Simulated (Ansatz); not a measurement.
Single points on the cluster Na8P⁻.

```yaml
crystal:
  periodic: [false, false, false]
  atoms:
    - {symbol: P, position_ang: [0.680585, -0.644043, 0.581820]}
    - {symbol: Na, position_ang: [3.378837, 3.460261, -0.919149]}
    - {symbol: Na, position_ang: [-0.589193, -1.795773, 2.610209]}
    - {symbol: Na, position_ang: [1.341246, 0.031398, -1.959085]}
    - {symbol: Na, position_ang: [-1.616980, -1.529192, -0.576821]}
    - {symbol: Na, position_ang: [-0.426871, 1.789900, 0.218949]}
    - {symbol: Na, position_ang: [2.881338, 0.725953, 1.138199]}
    - {symbol: Na, position_ang: [-3.792876, -3.180627, 2.387714]}
    - {symbol: Na, position_ang: [-1.856085, 1.142131, -3.481837]}
basis:
  gaussian: {orbitals: def2-SVPD, initial_orbitals: start.molden}
total_charge: -1
correlation: {method: ccsd_t}
scf: {omitted_lower_state_checks: [starts]}
output: {orbitals: {seedname: orbitals}}
```

The file start.molden holds the orbitals of an earlier run on this structure, at another level or in another basis.

```sh
$ ansatz run in.yaml --threads 4 --pin off --events-out ev --progress --plain --max-ram 4787MiB
```

Output, abridged:

```
Functional definition: HF
1487 factors; integrals over basis functions are off by at most 4.4e-4 eV
mean field evaluation 1: about -44491.7500 eV, gradient 1.6e1 eV
mean field evaluation 2: about -44492.4711 eV, gradient 7.5e-1 eV
mean field evaluation 4: about -44492.9977 eV, gradient 4.2e-2 eV
mean field evaluation 8: about -44492.9986 eV, gradient 3.0e-6 eV
mean field evaluation 16: about -44486.8898 eV, gradient 9.2e0 eV
mean field evaluation 32: about -44489.7545 eV, gradient 2.3e0 eV
mean field evaluation 64: about -44489.8517 eV, gradient 5.3e0 eV
mean field evaluation 96: about -44490.6203 eV, gradient 7.8e-1 eV
mean field evaluation 128: about -44490.3531 eV, gradient 7.8e-4 eV
mean field -44492.99856457 eV, -1635.0875388102 hartree, gradient 8.6e-6 eV, S^2 0.000000; 1 other end points of the search recorded, 0 dependent functions left out; unrestricted orbitals would lower it
mean field evaluation 160: about -44493.1640 eV, gradient 6.1e-1 eV
determinant -44492.99856457 eV, -1635.0875388102 hartree, with singles and doubles -44500.84391254 eV, -1635.3758500306 hartree
determinant -44490.35313761 eV, -1634.9903211628 hartree, with singles and doubles -44498.39776284 eV, -1635.2859556871 hartree
13 core orbitals not correlated: weight in the atoms' cores, before any rotation towards them, 1.000 or more for the frozen orbitals, at most 0.000 for the correlated occupied ones
reference -44492.99856457 eV, -1635.0875388102 hartree; 39, 39 occupied and 116, 116 virtual orbitals, 1487 factors
second order -6.99214783 eV of doubles, -0.00000000 eV of singles
cycle   1  -7.76298879 eV  change   -2.8e-1 eV  update   4.0e-2
cycle   2  -7.78764403 eV  change   -2.5e-2 eV  update   1.1e-2
cycle   3  -7.78778869 eV  change   -1.4e-4 eV  update   5.9e-3
cycle   4  -7.78957484 eV  change   -1.8e-3 eV  update   2.5e-3
cycle   5  -7.78990188 eV  change   -3.3e-4 eV  update   1.4e-3
cycle   6  -7.78994141 eV  change   -4.0e-5 eV  update   7.0e-4
cycle   7  -7.78988868 eV  change    5.3e-5 eV  update   3.5e-4
cycle   8  -7.78997228 eV  change   -8.4e-5 eV  update   1.9e-4
cycle   9  -7.78998634 eV  change   -1.4e-5 eV  update   9.3e-5
perturbative correction -0.53939800 eV, -0.0198225109 hartree
Total energy: -44501.32794891 eV, -1635.3936380388 hartree
Checks for a lower state left out: starts
```

Hardware: 4 threads of Arm Neoverse V1 on a shared host. Wall time 4.2 min, peak host memory 2.7 GiB.

First input, but with `gaussian: {orbitals: def2-TZVPD, initial_orbitals: start.molden}`, `hamiltonian: {xc: pbe, dispersion: d4}`, `output: {forces: true, orbitals: {seedname: orbitals}}` and without the key `correlation` (abridged; 15 s):

```
Functional definition: PBE
mean field -44593.12857706 eV, -1638.7672488986 hartree, gradient 1.8e-5 eV, S^2 0.000000
Total energy: -44593.36975183 eV, -1638.7761119080 hartree
Atom 0 force     0.011199    -0.035536     0.025279 eV/Å
Atom 1 force    -0.015102    -0.030238     0.013929 eV/Å
Atom 2 force    -0.034777    -0.025147     0.027429 eV/Å
Atom 3 force     0.003088     0.030840    -0.030866 eV/Å
Atom 4 force    -0.041144    -0.005064    -0.010171 eV/Å
Atom 5 force     0.011516     0.018805    -0.033083 eV/Å
Atom 6 force     0.016438     0.043839    -0.015769 eV/Å
Atom 7 force     0.028122     0.009795    -0.007782 eV/Å
Atom 8 force     0.020659    -0.007294     0.031035 eV/Å
Dipole moment:     0.456122     0.004661     0.367969 e Å
Checks for a lower state left out: starts
```

Geometry: PBE0-D4/def2-SVPD.

Correlated methods freeze 13 core orbitals; core or outer-core shells of Na are correlated, in sets that lack core-valence functions. At CCSD(T)/def2-SVPD the restricted singlet (for correlated methods, its reference) is unstable: a solution with broken spin symmetry lies lower. The restricted singlet is unstable towards broken spin symmetry in Hartree–Fock (as tested in another run); at PBE-D4/def2-TZVPD this wasn't settled. Another isomer (singlet) lies 0.20 eV lower at PBE0-D4/def2-TZVPD; other spin states weren't run for this one.
